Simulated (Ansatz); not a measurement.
Reactions of AlFGeH4, SMILES `[F][AlH][GeH3]`.

Program: Ansatz. Geometries: PBE0-D4/def2-TZVP. ΔE: electronic, gas phase. CBS: MP2 limit from def2 TZ/QZ plus the TZ coupled-cluster correction, frozen cores. This one scheme is used for every species. DFT in def2-TZVPP. For Ge outer-core shells are correlated without core-valence functions, which leaves a few kJ/mol of doubt a bond. Scalar relativity is left out up to krypton. Each species was taken in one conformer, which may not be the lowest.

| reaction | ωB97M-V (eV) | HF/CBS(def2) (eV) |
| --- | --- | --- |
| `[F][AlH][GeH3]` + `N=C=O` → `O=C=[N][AlH][F]` + GeH₄ | -1.28 | -1.54 |
| `[F][AlH][GeH3]` + H₂ → `[AlH2][GeH3]` + H–F | 1.79 | 1.73 |
| `[F][AlH][GeH3]` + `BSC(F)[SiH3]` → `B[S][GeH3]` + `[F][AlH][CH](F)[SiH3]` | -0.50 | -0.57 |
| `[F][AlH][GeH3]` + CH₃SH → `C[S][AlH][GeH3]` + H–F | 0.77 | 1.00 |

Task: Give the CCSD(T)/CBS values in the same order. (Best estimate.)

Result: Computed: -1.25, 1.78, -0.45, 0.70 eV.

Largest T1 diagnostic: 0.018, for `N=C=O`.
